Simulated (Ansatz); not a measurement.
A CCSD(T) single point on `[SiH3]Br`.

```yaml
crystal:
  periodic: [false, false, false]
  atoms:
    - {symbol: Si, position_ang: [-0.137371, 0.041368, -0.051466]}
    - {symbol: Br, position_ang: [1.862942, -0.720272, 0.534893]}
    - {symbol: H, position_ang: [-1.054536, -0.119587, 1.099575]}
    - {symbol: H, position_ang: [-0.615852, -0.745957, -1.210421]}
    - {symbol: H, position_ang: [-0.005282, 1.470747, -0.413982]}
basis:
  gaussian: {orbitals: def2-TZVPP}
correlation: {method: ccsd_t}
output: {orbitals: {seedname: orbitals}}
```

```sh
$ ansatz run in.yaml --threads 4 --pin off --events-out ev --progress --plain --max-ram 10444MiB
```

Output of Ansatz, abridged:

```
Functional definition: HF
794 factors; integrals over basis functions are off by at most 8.3e-4 eV
mean field evaluation 1: about -77909.3698 eV, gradient 1.2e1 eV
mean field evaluation 2: about -77909.4923 eV, gradient 1.3e1 eV
mean field evaluation 4: about -77910.2518 eV, gradient 2.0e0 eV
mean field evaluation 8: about -77910.2654 eV, gradient 9.7e-2 eV
mean field -77910.26547969 eV, -2863.1494469038 hartree, gradient 3.6e-6 eV, S^2 0.000000; 0 other end points of the search recorded, 0 dependent functions left out
14 core orbitals not correlated: weight in the atoms' cores, before any rotation towards them, 1.000 or more for the frozen orbitals, at most 0.000 for the correlated occupied ones
reference -77910.26547969 eV, -2863.1494469038 hartree; 12, 12 occupied and 106, 106 virtual orbitals, 794 factors
second order -11.03966972 eV of doubles, -0.00000000 eV of singles
cycle   1  -11.44132985 eV  change   -4.0e-1 eV  update   6.6e-2
cycle   2  -11.76606759 eV  change   -3.2e-1 eV  update   1.9e-2
cycle   3  -11.78562804 eV  change   -2.0e-2 eV  update   7.1e-3
cycle   4  -11.77946330 eV  change    6.2e-3 eV  update   1.9e-3
cycle   5  -11.78019640 eV  change   -7.3e-4 eV  update   6.2e-4
cycle   6  -11.77995725 eV  change    2.4e-4 eV  update   1.6e-4
cycle   7  -11.77992492 eV  change    3.2e-5 eV  update   3.9e-5
cycle   8  -11.77994915 eV  change   -2.4e-5 eV  update   1.3e-5
perturbative correction -0.37188738 eV, -0.0136666091 hartree
Total energy: -77922.41731622 eV, -2863.5960186595 hartree
```

It took 6.5 s on 4 threads of an Arm Neoverse V1 on a shared host, with 0.64 GiB of host memory at the peak.

Correlation energy per correlated electron: -0.506 eV. T1 diagnostic: 0.0075.
